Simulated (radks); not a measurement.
Q: These are the eigenvalues of the occupied orbitals of an atom or ion with whole-number occupations (hartree). All-electron calculation, scalar-relativistic Kohn-Sham, PBEsol, spin-polarised, spherical densities, point nucleus. Program: a radial shooting solver on a logarithmic mesh with Libxc functionals.

1s up: -3257.784
1s down: -3257.305
2s up: -735.3314
2s down: -734.9688
2p up: -662.0328
2p down: -661.5413
3s up: -295.4350
3s down: -293.9505
3p up: -273.9477

Which element is it, and in what charge state? The configuration may be excited. Open shells, if any, are filled with parallel spins first.

A: Z = 80, mercury, charge +65: Hg65+ in [Ne] 3s2 3p3. The list shows which subshells hold electrons but not how many an open one holds; the 1s level, -3257.8 hartree, gives Z - s = 80.7 by -(Z - s)^2/2, which with screening and relativity narrows Z to a few neighbours, and the depths of the outer levels then fix element, charge and occupations together.
